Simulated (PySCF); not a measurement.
**SrCa at PBE0**

Computed with PBE0; basis Sr def2-SVP with ECP28, Ca def2-SVP; scalar-relativistic core potentials; PySCF 2.14.

```json
{
 "state": "¹Σ⁺ (singlet), closed shell",
 "bond length": "442.9 pm",
 "harmonic wavenumber": "63.6 cm⁻¹",
 "force constant": "0.0655 mdyn/Å",
 "rotational constant Be": "0.03128 cm⁻¹",
 "anharmonicity ωexe": "0.516 cm⁻¹",
 "vibration–rotation constant αe": "0.000274 cm⁻¹",
 "well depth De to Sr + Ca": "0.20 eV",
 "dissociation energy D0": "0.19 eV",
 "HOMO–LUMO gap": "2.27 eV",
 "bond order (Mayer)": "0.40",
 "dipole moment (positive dipole means Sr(−)Ca(+))": "-0.29 D"
}
```

Closed-shell solutions of metal pairs were not tested for spin polarisation, which can lower them a little. The bond is weak. Basis-set superposition, not corrected here, can be much of De in a small basis, most of all at correlated wavefunction levels. Functionals without a dispersion term scatter widely for such bonds, and LDA overbinds them.
